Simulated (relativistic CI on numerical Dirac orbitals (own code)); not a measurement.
d2 in a ligand field

Computed with a parametric ligand-field model of a d^n configuration (Racah B and C, spin-orbit zeta, crystal field), exact diagonalisation.

Field parameters in Wybourne normalisation: Oh B⁴₀ = 21Dq, B⁴₄ = √(5/14) B⁴₀. The field is a parameter set, without covalency.

B = 680 cm⁻¹, C = 2650 cm⁻¹ (C/B = 3.90), Oh, no spin-orbit coupling. Tanabe-Sugano data, E/B above the lowest term (Δ = |10Dq|; b, c mark the second and third term of a kind):

| Δ/B | 3T1 | 3T2 | 3A2 | 1T2 | 1E | 1A1 |
| --- | --- | --- | --- | --- | --- | --- |
| 1.0 | 0.00 | 0.81 | 1.81 | 13.14 | 13.60 | 20.77 |
| 3.0 | 0.00 | 2.49 | 5.49 | 13.67 | 14.51 | 22.58 |
| 5.0 | 0.00 | 4.22 | 9.22 | 14.01 | 14.83 | 24.17 |
| 7.0 | 0.00 | 6.00 | 13.00 | 14.21 | 14.93 | 25.53 |
| 9.0 | 0.00 | 7.82 | 16.82 | 14.32 | 14.93 | 26.69 |
| 11.0 | 0.00 | 9.66 | 20.66 | 14.37 | 14.90 | 27.66 |
| 13.0 | 0.00 | 11.53 | 24.53 | 14.40 | 14.85 | 28.47 |
| 15.0 | 0.00 | 13.42 | 28.42 | 14.40 | 14.80 | 29.14 |
| 17.0 | 0.00 | 15.32 | 32.32 | 14.39 | 14.75 | 29.70 |
| 19.0 | 0.00 | 17.23 | 36.23 | 14.38 | 14.70 | 30.17 |
| 21.0 | 0.00 | 19.16 | 40.16 | 14.37 | 14.66 | 30.57 |
| 23.0 | 0.00 | 21.09 | 44.09 | 14.35 | 14.62 | 30.91 |
| 25.0 | 0.00 | 23.03 | 48.03 | 14.33 | 14.58 | 31.20 |
| 27.0 | 0.00 | 24.97 | 51.97 | 14.31 | 14.54 | 31.45 |
| 29.0 | 0.00 | 26.92 | 55.92 | 14.30 | 14.51 | 31.67 |
| 31.0 | 0.00 | 28.88 | 59.88 | 14.28 | 14.48 | 31.87 |
| 33.0 | 0.00 | 30.84 | 63.84 | 14.26 | 14.45 | 32.03 |
| 35.0 | 0.00 | 32.80 | 67.80 | 14.25 | 14.42 | 32.18 |
| 37.0 | 0.00 | 34.77 | 71.77 | 14.23 | 14.40 | 32.32 |
| 39.0 | 0.00 | 36.74 | 75.74 | 14.22 | 14.38 | 32.44 |
| 41.0 | 0.00 | 38.71 | 79.71 | 14.21 | 14.36 | 32.55 |
| 43.0 | 0.00 | 40.68 | 83.68 | 14.19 | 14.34 | 32.64 |
| 45.0 | 0.00 | 42.66 | 87.66 | 14.18 | 14.32 | 32.73 |
| 47.0 | 0.00 | 44.64 | 91.64 | 14.17 | 14.30 | 32.81 |

The ground term stays 3T1.
